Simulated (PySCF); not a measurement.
Compound: SnMeBr3, CH3Br3Sn.
SMILES: `[CH3][Sn]([Br])([Br])[Br]`

A linear-response calculation (PySCF, def2-SVPD basis, gas phase, vertical, core orbitals frozen in the response) gave these numbers; the functional is withheld.

Orbital energies (eV): HOMO-3 -9.93, HOMO-2 -9.92, HOMO-1 -9.92, HOMO -9.77, LUMO -1.63, LUMO+1 0.41, LUMO+2 0.43.

```tsv
state	E (eV)	f	main configurations (H = HOMO, L = LUMO)
S1	4.92	0.0000	H→L (95%)
S2	5.13	0.032	H-2/H-1→L (≥88%)
S3	5.14	0.031	H-2/H-1→L (≥81%)
S4	5.28	0.078	H-3→L (84%)
S5	5.41	0.030	H-4→L (87%)
S6	5.43	0.031	H-5→L (87%)
```

Triplets (Tamm–Dancoff): T1 4.56 eV, H→L (92%); T2 4.62 eV, H-3→L (83%), H-2/H-1→L (≥10%); T3 4.66 eV, H-2/H-1→L (≥91%); T4 4.66 eV, H-2/H-1→L (≥82%), H-3→L (9%).

Vertical ionisation energy by ΔSCF with the same functional: 10.60 eV. Mean static polarisability: 118.9 au.

Orbitals of the list HOMO-3 to LUMO+2 that lie within 0.01 eV of each other are written together with a slash and their weights summed (≥ marks a lower bound); for degenerate orbitals outside that list single weights are arbitrary.

Task: Name the functional.
A. PBE
B. CAM-B3LYP
C. PBE0
D. HF

Result: B. CAM-B3LYP is range-separated, 19% exact exchange at short range and 65% at long range (ω = 0.33 bohr⁻¹). In this run −ε(HOMO) = 9.77 eV differs from the ΔSCF value by -0.82 eV, and S1 differs from the orbital gap of 8.15 eV by -3.22 eV. The ratio −ε(HOMO)/IP is 0.92. Usual ranges for neutral molecules in this basis: 0.85 to 0.93 with CAM-B3LYP, 0.5 to 0.7 with PBE, 0.7 to 0.83 with PBE0; Hartree–Fock can't fall below 1, since the ion's relaxation only lowers the ΔSCF value. The other options: PBE, a GGA without exact exchange; HF, time-dependent Hartree–Fock, 100% exact exchange; PBE0, a global hybrid with 25% exact exchange.

Method: PySCF 2.14.0, density-fitted response routines, TDDFT CAM-B3LYP/def2-SVPD, vertical, gas phase, core orbitals frozen in the response, def2 core potentials past Kr. Geometry: PBE0-D3(BJ)/def2-SVP; no solvent, vibrations or thermal averaging. Spin–orbit coupling is left out.
